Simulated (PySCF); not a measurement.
**Electron correlation in Sr (strontium, neutral)**

[Kr] 5s1 6s1, high-spin 3S determinant (an excited configuration). All numbers are calculated (PySCF 2.14, scalar relativity by spin-free X2C-1e, in aug-cc-pVDZ-X2C). Frozen: [Kr]; 2 electrons correlated.

With two correlated electrons CCSD is exact within the correlated space (frozen core and kept virtual orbitals).

```tsv
level	correlation energy (mhartree)
CCSD	-4.40
```

Diagnostics: T1 = 0.017, D1 = 0.0330, largest double amplitude 0.084.

Is a single reference adequate?

Mostly. T1 lies below 0.03, but a double amplitude of this size points to a near-degeneracy that CCSD handles and MP2 describes poorly.
